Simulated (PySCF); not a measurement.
Positional isomers: butadiene chloro+silyl. Gas-phase values, no solvent. One relaxed conformer stands for each flexible species; it need not be the lowest. Strings in code marks are SMILES.

Calculation: PySCF 2.14.0 with TPSSh-D3(BJ)/def2-TZVP // CAM-B3LYP-D3(BJ)/def2-TZVP. All candidates: neutral, multiplicity 1. Delta-SCF ions had no search for a lower state. Excitations are Tamm–Dancoff values on a coarser integration grid. The basis has no diffuse functions, so Rydberg states are missing or too high.

| Item | Value |
|---|---|
| vertical ionisation energy (Delta-SCF) | 8.83 eV |
| HOMO–LUMO gap | 4.67 eV |
| brightest of the four lowest singlets (TDA) | 6.03 eV |

Task: Name which member has these values.
(A) `[SiH3]/C=C/C=C\Cl` (C–C–C–C torsion 180°)
(B) `C=C(Cl)/C=C/[SiH3]` (Cl–C–C–C torsion 0°)
(C) `C=C/C([SiH3])=C/Cl` (C–C–C–Si torsion 0°)
(D) `C=C/C(Cl)=C/[SiH3]` (C–C–C–Cl torsion 0°)

Result: B, `C=C(Cl)/C=C/[SiH3]` (Cl–C–C–C torsion 0°). The others give `C=C/C([SiH3])=C/Cl` (C–C–C–Si torsion 0°): 8.57 eV, 4.64 eV, 5.64 eV; `C=C/C(Cl)=C/[SiH3]` (C–C–C–Cl torsion 0°): 8.82 eV, 4.60 eV, 5.50 eV; `[SiH3]/C=C/C=C\Cl` (C–C–C–C torsion 180°): 8.59 eV, 4.46 eV, 5.36 eV
